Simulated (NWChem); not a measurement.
Program: NWChem. System: OTe, charge -1, spin multiplicity 2, at the geometry of a parent with another charge or spin, in a state set for the comparison that need not be this species' ground state. Its SCF solution wasn't tested for a lower state. Level: UMP2/def2-TZVPD with def2 effective core potentials on Te, 5 core orbitals frozen.

Input file:

```
start mol
memory heap 200 mb stack 900 mb global 1100 mb
charge -1
geometry units angstroms nocenter noautoz
  O      0.000000     0.000000     1.603772
  Te     0.000000     0.000000    -0.246734
  symmetry group C2v
end
basis spherical
  * library def2-tzvpd
end
ecp
  Te library def2-ecp
end
scf
  uhf
  nopen 1
  maxiter 100
  thresh 1e-7
  semidirect memsize 60000000 filesize 0
  # guess.movecs holds the orbitals of an unrestricted PBE0 run
  vectors input guess.movecs output mol.movecs
end
mp2
  freeze core 5
end
task mp2 energy
```

NWChem printed:

```
             Northwest Computational Chemistry Package (NWChem) 7.3.0
             --------------------------------------------------------

                                NWChem Input Module
                                -------------------

 Scaling coordinates for geometry "geometry" by  1.889725989
 (inverse scale =  0.529177249)

 Turning off AUTOSYM since
 SYMMETRY directive was detected!

                             Geometry "geometry" -> ""
                             -------------------------

 Output coordinates in angstroms (scale by  1.889725989 to convert to a.u.)

  No.       Tag          Charge          X              Y              Z
 ---- ---------------- ---------- -------------- -------------- --------------
    1 O                    8.0000     0.00000000     0.00000000     1.60377200
    2 Te                  52.0000     0.00000000     0.00000000    -0.24673400

 Effective nuclear repulsion energy (a.u.)     118.9608331904

            Nuclear Dipole moment (a.u.)
            ----------------------------
        X                 Y               Z
 ---------------- ---------------- ----------------
     0.0000000000     0.0000000000     0.0000151178

      Symmetry information
      --------------------

 Group name             C2v
 Group number             16
 Group order               4
 No. of unique centers     2

      Symmetry unique atoms

     1    2


 Summary of "ao basis" -> "" (spherical)
 ------------------------------------------------------------------------------
       Tag                 Description            Shells   Functions and Types
 ---------------- ------------------------------  ------  ---------------------
 *                         def2-tzvpd                 on all atoms

 Summary of "ao basis" -> "ao basis" (spherical)
 ------------------------------------------------------------------------------
       Tag                 Description            Shells   Functions and Types
 ---------------- ------------------------------  ------  ---------------------
 O                         def2-tzvpd               14       40   6s4p3d1f
 Te                        def2-tzvpd               19       59   7s6p4d2f

                                 NWChem SCF Module
                                 -----------------

  ao basis        = "ao basis"
  functions       =    99
  atoms           =     2
  alpha electrons =    17
  beta  electrons =    16
  charge          =  -1.00
  wavefunction    = UHF
  use symmetry    = T
  symmetry adapt  = T

 Summary of "ao basis" -> "ao basis" (spherical)
 ------------------------------------------------------------------------------
       Tag                 Description            Shells   Functions and Types
 ---------------- ------------------------------  ------  ---------------------
 O                         def2-tzvpd               14       40   6s4p3d1f
 Te                        def2-tzvpd               19       59   7s6p4d2f

      Symmetry analysis of basis
      --------------------------

        a1         43
        a2         10
        b1         23
        b2         23

 Forming initial guess at       0.1s

   Symmetry analysis of molecular orbitals - initial alpha
   -------------------------------------------------------

  Numbering of irreducible representations:

     1 a1          2 a2          3 b1          4 b2

  Orbital symmetries:

     1 a1          2 a1          3 b2          4 a1          5 b1
     6 a1          7 b2          8 b1          9 a2         10 a1
[...]
 -----------   ------   -------------------------------------------------------
    1 O    8     4.66   0.40  0.59  0.31  0.51  0.16  0.00  1.08  1.16  0.47 -0.02  0.00  0.01 -0.00  0.00
    2 Te  24    12.34   0.14 -0.42  0.78  0.50  0.51  0.41  0.03 -0.25  3.23  0.55  1.07  0.62  0.08  4.55  0.46  0.05  0.00  0.02  0.00

   Mulliken analysis of the beta density
   -------------------------------------

    Atom       Charge   Shell Charges
 -----------   ------   -------------------------------------------------------
    1 O    8     3.90   0.40  0.59  0.28  0.49  0.19  0.01  0.68  0.78  0.43  0.04  0.00  0.01  0.01  0.00
    2 Te  24    12.10   0.14 -0.42  0.78  0.50  0.51  0.42  0.04 -0.25  3.23  0.52  0.97  0.52  0.07  4.55  0.46  0.05  0.00  0.02  0.00

   Mulliken analysis of the spin density
   -------------------------------------

    Atom       Charge   Shell Charges
 -----------   ------   -------------------------------------------------------
    1 O    8     0.76   0.00 -0.00  0.02  0.03 -0.03 -0.00  0.41  0.38  0.03 -0.06 -0.00 -0.00 -0.01 -0.00
    2 Te  24     0.24  -0.00  0.00 -0.00 -0.00  0.00 -0.01 -0.01 -0.00  0.00  0.03  0.10  0.11  0.01 -0.00  0.00  0.00  0.00  0.00  0.00

       Multipole analysis of the density wrt the origin
       ------------------------------------------------

     L   x y z        total         alpha         beta         nuclear
     -   - - -        -----         -----         ----         -------
     0   0 0 0     -1.000000    -17.000000    -16.000000     32.000000

     1   1 0 0     -0.000000      0.000000     -0.000000      0.000000
     1   0 1 0      0.000000      0.000000      0.000000      0.000000
     1   0 0 1     -0.587818     -7.718707     -5.924397     13.055285

     2   2 0 0    -31.343698    -15.825710    -15.517988      0.000000
     2   1 1 0     -0.000000     -0.000000     -0.000000      0.000000
     2   1 0 1     -0.000000     -0.000000      0.000000      0.000000
     2   0 2 0    -29.095523    -15.746412    -13.349111      0.000000
     2   0 1 1      0.000000      0.000000      0.000000      0.000000
     2   0 0 2    -31.385387    -58.947809    -51.135769     78.698190

                   NWChem MP2 Semi-direct Energy/Gradient Module
                   ---------------------------------------------

  Basis functions       =     99
  Molecular orbitals    =     99
  Frozen core           =      5
  Frozen virtuals       =      0
  Active alpha occupied =     12
  Active beta occupied  =     11
  Active alpha virtual  =     82
  Active beta virtual   =     83
  Use MO symmetry       = T
  Use skeleton AO sym   = T

  AO/Fock/Back tols     =   1.0D-09  1.0D-09  1.0D-09

 GA uses MA = F    GA memory limited = T

 Available:
  local mem=  1.26D+08
 global mem=  1.44D+08
 local disk=  0.00D+00
  mp2_memr nvloc                    82
  nvloc new                    82
   1 passes of  12:        5242880                      69174                  16540755.
   1 passes of  12: M    126140626           G      144159598           F     120897746.

 Semi-direct pass number   1 of   1  for UHF alpha       at        2.6s
  vrange nnbf                  4939
  mp2_eaftype                    63  avail_ma_in_mb                  1099
 EAF : mp2_eaftype filesize          63    8270378.
  mp2_eaf for mointskh                     63
Node 0 wrote     38.9 Mb in      0.0 s     Agg I/O rate:  1019.6 Mb/s
 Done moints_semi at        4.9s
  mp2_eaftype                    63  avail_ma_in_mb                  1036
 EAF : mp2_eaftype filesize          63    8270378.
  mp2_eaf for kh                    63
 Done maket at        5.1s
 Done multipass loop at        5.1s

 GA uses MA = F    GA memory limited = T

 Available:
  local mem=  1.26D+08
 global mem=  1.44D+08
 local disk=  0.00D+00
  mp2_memr nvloc                    83
  nvloc new                    83
   1 passes of  11:        5242880                      65625                  15348481.
   1 passes of  11: M    126140626           G      144159598           F     120897746.

 Semi-direct pass number   1 of   1  for UHF beta        at        5.1s
  vrange nnbf                  4939
  mp2_eaftype                    58  avail_ma_in_mb                  1099
 EAF : mp2_eaftype filesize          58    7674240.
  mp2_eaf for mointskh                     58
Node 0 wrote     36.1 Mb in      0.0 s     Agg I/O rate:  1283.0 Mb/s
 Done moints_semi at        7.3s
  mp2_eaftype                    58  avail_ma_in_mb                  1041
 EAF : mp2_eaftype filesize          58    7674240.
  mp2_eaf for kh                    58
 Done maket at        7.4s
 Done multipass loop at        7.4s

          -------------------------------------------
          SCF energy                -341.887336356305
          Correlation energy          -0.675978512245
          Singlet pairs                0.000000000000
          Triplet pairs                0.000000000000
          Total MP2 energy          -342.563314868550
          -------------------------------------------

          ---------------------------------------------------
                    Spin Component Scaled (SCS) MP2
          Same spin pairs                     -0.225827616025
          Same spin scaling factor             0.333333333333
          Opposite spin pairs                 -0.450150896220
          Opposite spin scaling fact.          1.200000000000
          SCS-MP2 correlation energy          -0.615456947473
          Total SCS-MP2 energy              -342.502793303778
          ---------------------------------------------------

 -----------------------
 Performance information
 -----------------------

 Timer overhead =  9.64D-08 seconds/call

               Nr. of calls         CPU time (s)                 Wall time (s)                GFlops
             ---------------    -------------------     ------------------------------   -------------------
Name         Min   Avg   Max    Min     Avg     Max     Min     Avg     Max   Mx/calls   Min     Max     Sum
mp2: moin     2     2     2    4.5     4.5     4.5      4.5     4.5     4.5     2.3      0.0     0.0     0.0
mp2: make     2     2     2   0.24    0.24    0.24     0.24    0.24    0.24    0.12      0.0     0.0     0.0
mp2: tota     1     1     1    4.8     4.8     4.8      4.8     4.8     4.8     4.8      0.0     0.0     0.0

 The average no. of pstat calls per process was 5.00D+00
 with a timing overhead of 4.82D-07s

 Task  times  cpu:        7.4s     wall:        7.4s

 Total times  cpu:        7.4s     wall:        7.4s
```
